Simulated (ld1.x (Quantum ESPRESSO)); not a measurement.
## Logarithmic derivatives: Li, PAW

lithium (Li), PAW, made with ld1.x (Quantum ESPRESSO) 7.5 (PBEsol, scalar-relativistic). Core [He], reference 2s0 2p1. Waves: 2s (bound, empty): rcut 2.35, rcutus 3.20 bohr; 2s channel at 2.5 Ry: rcut 2.35, rcutus 3.20 bohr; 2p (bound): rcut 3.45, rcutus 4.40 bohr; 2p channel at 1.7 Ry: rcut 3.45, rcutus 4.40 bohr. Local part: all-electron potential smoothed inside 3.50 bohr (lloc = -1). Core correction: a·sin(br)/r model core, default radius (core density twice the valence density). Augmentation charge: BESSEL, radius 1.70 bohr.

The phase is arctan(r·u′/u) with u = r·R(r), unwrapped; energies in Ry, scanned from -2 to 5 Ry. A pole is an energy at which the radial function vanishes at the test radius. The pseudo phase is shifted by a multiple of π to meet the all-electron one at the reference energy, and phase errors are pseudo minus all-electron; the curves can meet again beyond the range given. Levels narrower than the energy grid can be missing from the lists of poles.

| channel | radius (bohr) | reference energy (Ry) | poles, all-electron | poles, pseudo | unbroken range about the reference energy with phases within 0.05 rad | phase error 1 Ry above the reference energy (rad) |
| --- | --- | --- | --- | --- | --- | --- |
| s | 4.75 | -0.24 | -0.00, 1.72, 4.49 | 0.00, 1.73, 4.67 | below 0.7 | +0.074 |
| p | 4.75 | -0.11 | 0.17, 1.60, 4.00 | 0.18, 1.60, 4.43 | below 0.7 | +0.050 |

Phases in the p channel:

```tsv
E (Ry)	all-electron	pseudo
-2.00	1.415	1.415
-1.52	1.389	1.389
-1.04	1.343	1.343
-0.56	1.223	1.224
-0.08	-0.703	-0.703
0.40	-1.780	-1.773
0.88	-3.983	-3.930
1.36	-4.638	-4.636
1.84	-4.771	-4.771
2.32	-4.957	-4.941
2.80	-7.184	-6.735
3.28	-7.732	-7.677
3.76	-7.825	-7.788
4.24	-7.880	-7.839
4.72	-7.942	-7.876
```
